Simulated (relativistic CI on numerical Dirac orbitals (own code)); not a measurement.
Level scheme of Pd⁴⁵⁺

Computed by Dirac equation for one electron, model QED (radiative potential, 1s self-energy scaled to tabulated hydrogen-like ionisation energies) (own radial code, finite nucleus).

Configurations in the expansion: 1s, 2s, 2p, 3s, 3p, 3d, 4s, 4p, 4d, 4f, 5s, 5p, 5d, 5f, 5g, 6s, 6p, 6d. Levels of other configurations are missing.

The lowest level is 1s ²S1/2, with 100 % of that term; Hund's rules for 1s give ²S with J = 1/2, in agreement.

```
No.  Configuration  Term    J   E (Ry)    %  Landé g  Lifetime (s)
  1             1s    ²S  1/2     0.00  100    1.925              
  2             2p   ²P°  1/2  1628.42  100    0.646      3.52e-16
  3             2s    ²S  1/2  1628.72  100    1.983              
  4             2p   ²P°  3/2  1644.48  100    1.319      3.66e-16
  5             3p   ²P°  1/2  1935.11  100    0.657      1.19e-15
  6             3s    ²S  1/2  1935.20  100    1.994      2.84e-14
  7             3d    ²D  3/2  1939.87  100    0.793      3.26e-15
  8             3p   ²P°  3/2  1939.88  100    1.327      1.19e-15
  9             3d    ²D  5/2  1941.38  100    1.194      3.40e-15
 10             4p   ²P°  1/2  2041.79  100    0.661      2.80e-15
 11             4s    ²S  1/2  2041.83  100    1.998      4.13e-14
 12             4d    ²D  3/2  2043.79  100    0.796      7.53e-15
 13             4p   ²P°  3/2  2043.80  100    1.330      2.78e-15
 14             4f   ²F°  5/2  2044.43  100    0.853      1.58e-14
 15             4d    ²D  5/2  2044.43  100    1.197      7.89e-15
 16             4f   ²F°  7/2  2044.74  100    1.140      1.61e-14
 17             5p   ²P°  1/2  2090.89  100    0.663      5.45e-15
 18             5s    ²S  1/2  2090.90  100    1.999      6.49e-14
 19             5d    ²D  3/2  2091.91  100    0.797      1.44e-14
 20             5p   ²P°  3/2  2091.91  100    1.332      5.38e-15
 21             5f   ²F°  5/2  2092.23  100    0.854      3.05e-14
 22             5d    ²D  5/2  2092.23  100    1.198      1.51e-14
 23             5g    ²G  7/2  2092.39  100    0.886      5.19e-14
 24             5f   ²F°  7/2  2092.39  100    1.141      3.09e-14
 25             5g    ²G  9/2  2092.49  100    1.109      5.22e-14
 26             6p   ²P°  1/2  2117.44  100    0.664      9.39e-15
 27             6s    ²S  1/2  2117.45  100    2.000      9.94e-14
 28             6d    ²D  3/2  2118.03  100    0.798      2.46e-14
 29             6p   ²P°  3/2  2118.03  100    1.332      9.22e-15
 30             6d    ²D  5/2  2118.22  100    1.199      2.59e-14
```

Energies count from the lowest computed level; ° marks odd parity; lifetimes are radiative, by E1, M1, E2, M2 decay to levels of this space only; some are left blank where a channel outside the calculation adds to the decay or the decay crosses a small, uncertain gap.
